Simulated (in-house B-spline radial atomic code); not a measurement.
Sn²⁺ is squeezed into an impenetrable sphere of radius R (the orbitals vanish at R). Level of theory: non-relativistic r2SCAN, spin-polarised, spherical fractional occupations, point nucleus; calculated with a radial B-spline atomic code at the basis-set limit.

Energies in eV above the free ion in [Kr] 4d10 5s2:

```tsv
R (bohr)	highest level (eV)	[Kr] 4d10 5s2	[Kr] 4d10 5s1 5f1	[Ar] 3d9 4s2 4p6 4d10 5s2 5f1
7.12	-25.2	0.00468	31.4	524.3
6.53	-25.2	0.01761	33.65	526.2
5.38	-25	0.2052	40.41	532.1
4.3	-23.7	1.753	52.66	543.5
3.4	-18.7	9.858	76.4	568.4
3.09	-14.3	18.19	92.63	586.4
2.65	-1.55	45.64	134.4	634.2
2.07	48	180.2	292.7	818
1.87	87.3	307.9	427.5	974.4
1.22	531	2382	2450	3280
```

Task: Does [Kr] 4d10 5s1 5f1 fall below [Kr] 4d10 5s2 under compression?

Result: No, it stays above over the whole range.

Task: Does [Ar] 3d9 4s2 4p6 4d10 5s2 5f1 fall below [Kr] 4d10 5s2 under compression?

Result: No, it stays above over the whole range.

The highest level is first positive in the row R = 2.07 bohr, pushed up by confinement above the zero of the free ion's potential. Each configuration is held fixed and needn't be the lowest in the sphere.
